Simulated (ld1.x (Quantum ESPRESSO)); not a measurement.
I: variants of one PAW potential

Base potential:

* Element: iodine (I)
* Generator: ld1.x (Quantum ESPRESSO) 7.5
* Type: PAW
* Functional: PBE
* Relativity: scalar-relativistic
* Frozen core: [Ar] 3d10
* Valence charge: 25
* Reference configuration: 4s2 4p6 4d10 5s2 5p5
* Partial waves: 4s (bound): rcut 1.05, rcutus 1.30 bohr; 5s (bound): rcut 1.05, rcutus 1.30 bohr; 4p (bound): rcut 1.10, rcutus 1.45 bohr; 5p (bound): rcut 1.10, rcutus 1.45 bohr; 4d (bound): rcut 0.95, rcutus 1.10 bohr; 4d channel at -3.25 Ry: rcut 0.95, rcutus 1.10 bohr
* Local potential: all-electron potential smoothed inside 0.95 bohr (lloc = -1)
* Core correction: Bessel-smoothed model core, default radius (core density twice the valence density)
* Augmentation charge: PSQ, radius 1.05 bohr

All-electron outer shells of the reference configuration (PBE, scalar-relativistic, ld1.x):

| shell | level (eV) | outermost node (bohr) | outermost maximum (bohr) |
| --- | --- | --- | --- |
| 3p | -859.35 | 0.13 | 0.28 |
| 3d | -605.97 | – | 0.23 |
| 4s | -180.60 | 0.37 | 0.68 |
| 4p | -127.57 | 0.37 | 0.72 |
| 4d | -50.28 | 0.35 | 0.78 |
| 5s | -17.41 | 0.88 | 1.70 |
| 5p | -7.09 | 0.96 | 2.02 |

Cutoffs, loose and tight: the cutoffs (Ry, on a coarse ladder) from which the occupation-weighted sum of valence levels, in a spherical-Bessel basis at the reference potential, stays within 10 and 1 mRy of its value at 400 Ry. They do not see the model core or the augmentation charge, which bear on the density cutoff. Test errors are all-electron minus pseudo excitation energies from the reference, over the configurations 4s2 4p6 4d10 5s2 5p4; 4s2 4p6 4d10 5s2 5p3; 4s2 4p6 4d10 5s2 5p2; 4s1 4p6 4d10 5s2 5p5; 4s2 4p6 4d9 5s2 5p5; 4s2 4p6 4d10 5s1 5p5; 4s2 4p6 4d10 5s2 5p4.5. A dash means not determined; rows that change the core or the reference have their own tests. The largest error is taken over the tests solved by every variant that gives reliable tests at all: 4s1 4p6 4d10 5s2 5p5; 4s2 4p6 4d10 5s1 5p5; 4s2 4p6 4d10 5s2 5p2; 4s2 4p6 4d10 5s2 5p3; 4s2 4p6 4d10 5s2 5p4; 4s2 4p6 4d10 5s2 5p4.5.

The default core radius of the base comes out at 0.48 bohr.

| change | outcome | cutoff, loose | cutoff, tight | bound ghosts | largest test error (meV) |
| --- | --- | --- | --- | --- | --- |
| base | generated | 140 Ry | 230 Ry | none | -38 |
| core correction a·sin(br)/r model core, default radius (ld1.x builds one for every PAW set, though the input has nlcc=.false.) | generated | 140 Ry | 230 Ry | none | -40 |
| core correction Bessel-smoothed model core inside 0.56 bohr | generated | 140 Ry | 230 Ry | none | -38 |
| core correction Bessel-smoothed model core inside 0.66 bohr | generated | 140 Ry | 230 Ry | none | -38 |
| core correction Bessel-smoothed model core inside 0.82 bohr | generated | 140 Ry | 230 Ry | none | -40 |
| core correction Bessel-smoothed model core inside 0.98 bohr | generated | 140 Ry | 230 Ry | none | -41 |
| core correction Bessel-smoothed model core inside 1.12 bohr | generated | 140 Ry | 230 Ry | none | -40 |
| core correction Bessel-smoothed model core inside 1.32 bohr | generated | 140 Ry | 230 Ry | none | -40 |
